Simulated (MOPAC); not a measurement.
MOPAC input (PM6):

```
PM6 PRECISE GNORM=0.05 LET XYZ UHF MS=0.5 GEO-OK AUX(PRECISION=9) THREADS=1
C4H5SSi

Si   -2.23566100 1   -0.28759800 1   -0.02076400 1
C    -0.38287100 1   -0.22148200 1   -0.13447800 1
C     0.47002500 1   -1.00939700 1   -0.82067800 1
C     1.85298700 1   -0.75662000 1   -0.75217300 1
C     2.07364100 1    0.32271400 1    0.06053800 1
S     0.61035900 1    0.96790800 1    0.69268600 1
H    -2.69743000 1   -1.44217900 1   -0.81922400 1
H    -2.83387000 1    0.96060800 1   -0.54762800 1
H    -2.66180600 1   -0.44492000 1    1.38879100 1
H     2.62517200 1   -1.31746600 1   -1.25522600 1
H     3.01875800 1    0.77251600 1    0.32176700 1
```

From the output:

```
                                                       MOPAC v23.2.5 Linux

          FINAL HEAT OF FORMATION =         73.01192 KCAL/MOL =     305.48186 KJ/MOL

          COSMO AREA              =        149.72 SQUARE ANGSTROMS
          COSMO VOLUME            =        147.20 CUBIC ANGSTROMS

          GRADIENT NORM           =          0.01664          =       0.00502 PER ATOM
          IONIZATION POTENTIAL    =          9.140915 EV
          ALPHA SOMO LUMO (EV)    =         -9.234 -0.606
          BETA  SOMO LUMO (EV)    =         -9.141 -0.628
          NO. OF ALPHA ELECTRONS  =         16
          NO. OF BETA  ELECTRONS  =         15
          MOLECULAR WEIGHT        =        113.2290         POINT GROUP:  Cs

          MOLECULAR DIMENSIONS (Angstroms)

            Atom       Atom       Distance
            H    11    H     7     6.30632
            H    10    H     9     4.38978
            H    10    H     8     2.30750

          SCF CALCULATIONS        =         36

   ATOM   CHEMICAL          X               Y               Z
  NUMBER   SYMBOL      (ANGSTROMS)     (ANGSTROMS)     (ANGSTROMS)

     1      Si         -2.24605453  *  -0.29710274  *  -0.02648041  *
     2       C         -0.41032060  *  -0.22691174  *  -0.13716855  *
     3       C          0.47671066  *  -0.97187014  *  -0.79260909  *
     4       C          1.87244373  *  -0.75409356  *  -0.75155960  *
     5       C          2.10891002  *   0.32303967  *   0.05799225  *
     6       S          0.60493027  *   0.96560753  *   0.69062373  *
     7       H         -2.74058054  *  -1.44699135  *  -0.81973685  *
     8       H         -2.83254032  *   0.95557734  *  -0.55795973  *
     9       H         -2.66151979  *  -0.45886480  *   1.38664820  *
    10       H          2.60169521  *  -1.34997209  *  -1.27768777  *
    11       H          3.05201314  *   0.77131009  *   0.31808524  *

                             CARTESIAN COORDINATES

   1   Si       -2.246054535    -0.297102744    -0.026480406
   2    C       -0.410320595    -0.226911736    -0.137168554
   3    C        0.476710661    -0.971870140    -0.792609086
   4    C        1.872443733    -0.754093555    -0.751559602
   5    C        2.108910019     0.323039669     0.057992254
   6    S        0.604930274     0.965607535     0.690623731
   7    H       -2.740580540    -1.446991353    -0.819736853
   8    H       -2.832540317     0.955577336    -0.557959732
   9    H       -2.661519792    -0.458864797     1.386648200
  10    H        2.601695208    -1.349972091    -1.277687769
  11    H        3.052013143     0.771310095     0.318085241

           Empirical Formula: C4 H5 Si S  =    11 atoms

      MOLECULAR POINT GROUP   :   Cs

          ALPHA EIGENVALUES
 -31.97312 -25.92537 -24.82414 -20.32809 -19.19079 -16.87454 -16.20263 -13.63291
 -13.53375 -12.21639 -11.87878 -11.58883 -11.43908  -9.94464  -9.74595  -9.23434
  -0.60636   0.17607   0.24871   0.43887   0.92774   1.17135   1.23325   1.85419
   2.09261   2.20004   2.46932   2.71881   2.73583   2.86250   3.37141   4.17491
   4.52153   4.65799   4.66834   4.99444   5.28282   5.49257   5.93497

           BETA EIGENVALUES
 -31.72826 -25.68883 -24.48617 -20.18844 -19.11249 -16.70328 -15.80886 -13.52121
 -13.39866 -12.16864 -11.59076 -11.50183 -11.29879  -9.99924  -9.14092  -0.62832
  -0.39820   0.27460   0.29238   0.88142   1.11538   1.18730   1.37074   1.84475
   2.02402   2.26901   2.52960   2.65842   2.71470   2.87400   3.34678   4.30057
   4.56218   4.66186   4.66790   5.14845   5.34317   5.57092   6.03747

              NET ATOMIC CHARGES AND DIPOLE CONTRIBUTIONS

  ATOM NO.   TYPE          CHARGE      No. of ELECS.   s-Pop       p-Pop       d-Pop
    1         Si           0.260057        3.7399     1.20124     1.97242     0.56629
    2          C          -0.455448        4.4554     1.16592     3.28953
    3          C           0.103407        3.8966     1.20739     2.68920
    4          C          -0.232984        4.2330     1.10657     3.12642
    5          C          -0.186823        4.1868     1.13769     3.04914
    6          S           0.145546        5.8545     1.91454     3.80176     0.13816
    7          H           0.002813        0.9972     0.99719
    8          H           0.000638        0.9994     0.99936
    9          H           0.000577        0.9994     0.99942
   10          H           0.182922        0.8171     0.81708
   11          H           0.179294        0.8207     0.82071
 DIPOLE           X         Y         Z       TOTAL
 POINT-CHG.    -0.375     0.332     0.288     0.577
 HYBRID         1.241    -0.081    -0.174     1.255
 SUM            0.866     0.251     0.114     0.909

          ATOMIC ORBITAL ELECTRON POPULATIONS

     Atom    s        px        py        pz      x^2-y^2     xz        z^2       yz        xy
    1 Si   1.20124   0.50846   0.73222   0.73173   0.11899   0.09099   0.13710   0.10704   0.11217
    2  C   1.16592   1.16210   1.03278   1.09465
    3  C   1.20739   0.90359   0.89775   0.88787
    4  C   1.10657   1.02749   1.03780   1.06112
    5  C   1.13769   1.02776   1.01075   1.01063
    6  S   1.91454   0.91179   1.36113   1.52884   0.03308   0.03809   0.01417   0.01173   0.04109
    7  H   0.99719
    8  H   0.99936
    9  H   0.99942
   10  H   0.81708
   11  H   0.82071

                    (SZ)    =    0.500000
                    (S**2)  =    0.837374

          ATOMIC ORBITAL SPIN POPULATIONS

    Atom   Total    s     px     py     pz   x^2-y^2  xz     z^2    yz     xy
         Atomic
    1 Si  0.0013  0.002  0.006  0.001  0.001  0.002 -0.005 -0.000 -0.000 -0.004
    2  C -0.2723 -0.002 -0.026 -0.103 -0.140
    3  C  1.1128  0.141  0.107  0.505  0.359
    4  C -0.1535 -0.001 -0.011 -0.056 -0.086
    5  C  0.1992  0.014  0.008  0.073  0.104
    6  S  0.1132 -0.002  0.017  0.073  0.031  0.000 -0.002 -0.001 -0.003 -0.001
    7  H -0.0006 -0.001
    8  H -0.0011 -0.001
    9  H -0.0010 -0.001
   10  H  0.0066  0.007
   11  H -0.0046 -0.005

 **********************
 *                    *
 * JOB ENDED NORMALLY *
 *                    *
 **********************

 == MOPAC DONE ==
```

The geometry given is a B3LYP-D3(BJ)/def2-TZVP minimum.
